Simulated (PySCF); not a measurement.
## input.py for CaO

The script input.py:

```python
from pyscf import gto, dft

mol = gto.M(
    atom='Ca 0 0 0; O 0 0 1.935',
    basis='6-311g**',
    charge=0,
    spin=0,
    verbose=4,
)
mf = dft.RKS(mol, xc='hse06')
mf = mf.density_fit(auxbasis='def2-universal-jkfit')
mf.kernel()
mf.analyze()
print('orbital energies (hartree):', mf.mo_energy[..., max(0, mol.nelec[1]-3):mol.nelec[0]+3].round(4))
```

```bash
$ python input.py
```

Output (some set-up lines and the per-cycle HOMO/LUMO lines with their warnings removed):

```
PySCF version 2.14.0

[INPUT] verbose = 4
[INPUT] num. atoms = 2
[INPUT] num. electrons = 28
[INPUT] charge = 0
[INPUT] spin (= nelec alpha-beta = 2S) = 0
[INPUT] symmetry False subgroup None
[INPUT] Mole.unit = angstrom
[INPUT] Symbol           X                Y                Z      unit          X                Y                Z       unit  Magmom
[INPUT]  1 Ca     0.000000000000   0.000000000000   0.000000000000 AA    0.000000000000   0.000000000000   0.000000000000 Bohr   0.0
[INPUT]  2 O      0.000000000000   0.000000000000   1.935000000000 AA    0.000000000000   0.000000000000   3.656620051033 Bohr   0.0

nuclear repulsion = 43.7562551665116
number of shells = 25
number of NR pGTOs = 98
number of NR cGTOs = 57
basis = 6-311g**
ecp = {}

******** <class 'pyscf.df.df_jk.DFRKS'> ********
method = DFRKS
initial guess = minao
damping factor = 0
level_shift factor = 0
DIIS = <class 'pyscf.scf.diis.CDIIS'>
diis_start_cycle = 1
diis_space = 8
diis_damp = 0
SCF conv_tol = 1e-09
SCF conv_tol_grad = None
SCF max_cycles = 50
direct_scf = False
XC library pyscf.dft.libxc version 7.0.0
    S. Lehtola, C. Steigemann, M. J.T. Oliveira, and M. A.L. Marques.,  SoftwareX 7, 1–5 (2018)
XC functionals = hse06
    J. Heyd, G. E. Scuseria, and M. Ernzerhof.,  J. Chem. Phys. 118, 8207 (2003)
    J. Heyd, G. E. Scuseria, and M. Ernzerhof.,  J. Chem. Phys. 124, 219906 (2006)
    A. V. Krukau, O. A. Vydrov, A. F. Izmaylov, and G. E. Scuseria.,  J. Chem. Phys. 125, 224106 (2006)
radial grids:
    Treutler-Ahlrichs [JCP 102, 346 (1995); DOI:10.1063/1.469408] (M4) radial grids

becke partition: Becke, JCP 88, 2547 (1988); DOI:10.1063/1.454033
pruning grids: <function nwchem_prune>
grids dens level: 3
symmetrized grids: False
atomic radii adjust function: <function treutler_atomic_radii_adjust>
small_rho_cutoff = 0
Set gradient conv threshold to 3.16228e-05
Initial guess from minao.
tot grids = 34512
Create RSH-DF object <pyscf.df.df.DF object> for omega=-0.11
******** <class 'pyscf.df.df.DF'> ********
auxbasis = auxmol.basis = def2-universal-jkfit
init E= -752.35327158776
cycle= 1 E= -752.07907356777  delta_E= 0.274  |g|=  1.4  |ddm|= 2.05
cycle= 2 E= -744.396675029374  delta_E= 7.68  |g|= 3.07  |ddm|= 3.42
cycle= 3 E= -752.235059140966  delta_E= -7.84  |g|= 1.05  |ddm|= 3.41
cycle= 4 E= -752.482505556173  delta_E= -0.247  |g|= 0.469  |ddm|= 0.57
cycle= 5 E= -752.300347324077  delta_E= 0.182  |g|= 0.969  |ddm|= 1.23
cycle= 6 E= -752.529159102887  delta_E= -0.229  |g|= 0.209  |ddm|= 0.709
cycle= 7 E= -752.538156850108  delta_E= -0.009  |g|= 0.0577  |ddm|= 0.102
cycle= 8 E= -752.538742278409  delta_E= -0.000585  |g|= 0.0321  |ddm|= 0.0322
cycle= 9 E= -752.538996922677  delta_E= -0.000255  |g|= 0.00218  |ddm|= 0.0258
cycle= 10 E= -752.53899767539  delta_E= -7.53e-07  |g|= 0.000659  |ddm|= 0.000899
cycle= 11 E= -752.538997773508  delta_E= -9.81e-08  |g|= 0.000247  |ddm|= 0.000783
cycle= 12 E= -752.538997788679  delta_E= -1.52e-08  |g|= 2.85e-05  |ddm|= 0.000179
cycle= 13 E= -752.538997788888  delta_E= -2.08e-10  |g|= 1.2e-06  |ddm|= 2.27e-05
Extra cycle  E= -752.538997788882  delta_E= 5.68e-12  |g|= 5.25e-06  |ddm|= 5.13e-06
converged SCF energy = -752.538997788882
**** SCF Summaries ****
Total Energy =                        -752.538997788882170
Nuclear Repulsion Energy =              43.756255166511629
One-electron Energy =                -1121.473618488880675
Two-electron Energy =                  325.178365533486897
Two-electron Coulomb Energy =          369.729401617589531
DFT Exchange-Correlation Energy =      -44.551036084102648
**** MO energy ****
[3 lines left out]
MO #4   energy= -12.5101808803551  occ= 2
MO #5   energy= -12.510180880355   occ= 2
MO #6   energy= -12.5086693786251  occ= 2
MO #7   energy= -1.74319446051936  occ= 2
MO #8   energy= -1.01547062775743  occ= 2
MO #9   energy= -1.01494265680937  occ= 2
MO #10  energy= -1.01494265680911  occ= 2
MO #11  energy= -0.710595059776098 occ= 2
MO #12  energy= -0.155121780938378 occ= 2
MO #13  energy= -0.152253143313959 occ= 2
MO #14  energy= -0.152253143313646 occ= 2
MO #15  energy= -0.0905588351198503 occ= 0
MO #16  energy= -0.0162388217047429 occ= 0
MO #17  energy= -0.0162388217045897 occ= 0
[40 lines left out]
 ** Mulliken pop on meta-lowdin orthogonal AOs  **
 ** Mulliken pop  **
pop of  0 Ca 1s           1.99984
pop of  0 Ca 2s           1.99962
pop of  0 Ca 3s           1.99926
pop of  0 Ca 4s           0.23821
pop of  0 Ca 5s           0.00806
pop of  0 Ca 6s           0.00046
pop of  0 Ca 7s           0.00006
pop of  0 Ca 8s           0.00028
pop of  0 Ca 2px          1.99994
pop of  0 Ca 2py          1.99994
pop of  0 Ca 2pz          1.99994
pop of  0 Ca 3px          1.99874
[45 lines left out]
 ** Mulliken atomic charges  **
charge of    0Ca =      1.18867
charge of    1O =     -1.18867
Dipole moment(X, Y, Z, Debye):  0.00000, -0.00000, -8.14476
orbital energies (hartree): [-0.1551 -0.1523 -0.1523 -0.0906 -0.0162 -0.0162]
```

In short: E(SCF) = -752.538998 Eh, 13 cycles, μz(SCF) = -8.14 D.

Wall time 3.6 s on one thread of a shared host.

Stability towards an unrestricted solution was not tested. The bond length is a typed value, not an optimised one.
